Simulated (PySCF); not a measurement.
C7H11O (doublet state).
Cartesian coordinates in Å at the GFN2-xTB level; atoms count from 1:
```xyz
19
C7H11O angstrom
C      2.2866   -0.7918   -1.4117
C      1.9275   -0.2086   -0.1284
C      0.9873    0.3407    0.5590
C     -0.4417    0.6298    0.0368
C     -0.7418    2.1145    0.1902
C     -1.3479   -0.2304    0.8878
C     -1.5109   -1.6448    0.3874
O     -1.8557    0.1683    1.9085
H      1.6394   -1.6374   -1.6587
H      3.3162   -1.1563   -1.3909
H      2.2164   -0.0423   -2.2034
H      1.1274    0.6705    1.5796
H     -0.4943    0.3233   -1.0100
H     -1.7127    2.3447   -0.2443
H     -0.7674    2.3784    1.2446
H      0.0176    2.7104   -0.3108
H     -2.0997   -1.6384   -0.5284
H     -0.5353   -2.0712    0.1657
H     -2.0207   -2.2504    1.1319
```

The hyperfine couplings belong to this conformer and change with its torsions.

The species is `[C@@H](/C=[C]\C)(C)C(=O)C` [radical].

Computed with UKS B3LYP, pcH-1 on C H O, non-relativistic, mean-field spin-orbit, GIAO (PySCF 2.14.0). One conformer (not necessarily the lowest) at the GFN2-xTB geometry, without solvent, vibrations or thermal averaging. GFN2-xTB frequencies show an imaginary mode (69i cm⁻¹), so this geometry is no minimum at that level. The geometry wasn't refined by DFT: couplings that depend on bond lengths, twists or pyramidal angles can differ widely from those at the functional's own minimum. The SCF solution wasn't tested for stability.

(1) Break the g tensor into its mass correction, gauge correction and orbital-Zeeman/spin–orbit terms.

(2) At 9.488 GHz, how far is the centre of the isotropic spectrum from where a free electron (g = 2.002319) resonates?

(3) What are the electron Larmor frequencies g μB B/h along the three axes at 330 mT?

(4) Average each term over the three axes. Which is largest in size?

(5) In a frozen sample, at which fields do the three g values resonate at 9.5, 34, 94 and 263 GHz (hyperfine left aside), and which band first spreads them over more than twice a line width of 0.3 mT?

Answers

(1) 
```csv
Δg (ppm),1,2,3
relativistic mass correction,-155,-155,-155
gauge correction,38,12,-21
orbital Zeeman/spin–orbit,-549,25,732
total,-665,-118,557
```

So g = 2.00165, 2.00220, 2.00288 and g_iso = 2.00224; the tensor is rhombic: the two nearest values differ by 45 % of g3 − g1. Axes: g1 points within 11° of the C1–C2 bond and g2 points within 11° of the C3–C4 bond.

(2) B = hν/(g μB) with μB/h = 13.99624 MHz/mT gives 338.56 mT for the free electron and 338.57 mT at g_iso, 0.01 mT higher.

(3) 9.2452, 9.2477, 9.2508 GHz for g1, g2 and g3, a range of 5.6 MHz.

(4) The mass correction -155, the orbital-Zeeman/spin–orbit term 69 and the gauge correction 10 ppm, for a total of -76 ppm. The mass correction is the largest in size. The mass correction is the same along every axis, so the anisotropy comes from the other two: their spans along these axes are 59 (gauge) and 1281 ppm (orbital Zeeman/spin–orbit).

(5) 
| band | GHz | B(g3) mT | B(g2) mT | B(g1) mT | spread mT |
| --- | --- | --- | --- | --- | --- |
| X | 9.5 | 338.89 | 339.00 | 339.10 | 0.21 |
| Q | 34.0 | 1212.87 | 1213.28 | 1213.61 | 0.74 |
| W | 94.0 | 3353.22 | 3354.35 | 3355.27 | 2.05 |
| J | 263.0 | 9381.89 | 9385.05 | 9387.61 | 5.73 |

The spread grows in proportion to the frequency. Q band is the first where it exceeds 0.6 mT.

The largest Mulliken spin populations are on C2 (+0.98), C3 (-0.16) and C4 (+0.09). No atom but C2 exceeds +0.15. The positive populations add up to 1.22 and the negative ones to -0.22, together 2S = 1.

The HOMO–LUMO gaps are 5.01 eV among the α and 4.72 eV among the β orbitals.
